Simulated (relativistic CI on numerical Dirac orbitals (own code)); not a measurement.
**Charge states of neodymium**

Method of calculation: Dirac-Coulomb-Breit CI, orbitals from a KLI potential per configuration, QED by a radiative potential, valence Slater integrals scaled by 0.9 (own radial code, finite nucleus).

Each species is treated in one configuration, given outside its closed core. Radial values are for the open shell of highest l, unscaled and averaged over j; ζ includes the Breit term. Labels give the leading LS character, summed over repeated terms.

| Ion | Configuration | Its lowest level | LS weight (%) | Next level | E (cm⁻¹) | ⟨r⟩ (bohr) | ⟨r²⟩ (bohr²) | ζ (cm⁻¹) |
| --- | --- | --- | --- | --- | --- | --- | --- | --- |
| Nd⁴⁸⁺ | 3s² | ¹S0 | 100 |  |  |  |  |  |
| Nd⁴⁹⁺ | 3s | ²S1/2 | 100 |  |  | 0.2367 | 0.06389 |  |
| Nd⁵⁰⁺ | 2s²2p⁶ | ¹S0 | 100 |  |  |  |  |  |
| Nd⁵¹⁺ | 2s²2p⁵ | ²P°3/2 | 100 | ²P°1/2 | 4.3274e+06 | 0.08586 | 0.008965 | 2.88e+06 |
| Nd⁵²⁺ | 2s²2p⁴ | ³P2 | 69 | ¹S0 | 346660 | 0.08522 | 0.008825 | 2.93e+06 |
| Nd⁵³⁺ | 2s²2p³ | J = 3/2 (mixed) | 48 | ⁴S°3/2 | 4.2474e+06 | 0.08459 | 0.008689 | 2.981e+06 |
| Nd⁵⁴⁺ | 2s²2p² | ³P0 | 70 | ³P1 | 4.3528e+06 | 0.08398 | 0.008558 | 3.032e+06 |
| Nd⁵⁵⁺ | 2s²2p | ? | ? | ? | ? | ? | ? | ? |
| Nd⁵⁶⁺ | 2s² | ¹S0 | 100 |  |  |  |  |  |
| Nd⁵⁷⁺ | 2s | ²S1/2 | 100 |  |  | 0.09487 | 0.01062 |  |
| Nd⁵⁸⁺ | 1s² | ¹S0 | 100 |  |  |  |  |  |

(1) Fill in the row of Nd⁵⁵⁺.

## Answers

(1) Its lowest level ²P°1/2; LS weight (%) 100; Next level ²P°3/2; E (cm⁻¹) 4.6333e+06; ⟨r⟩ (bohr) 0.08338; ⟨r²⟩ (bohr²) 0.008433; ζ (cm⁻¹) 3.084e+06.
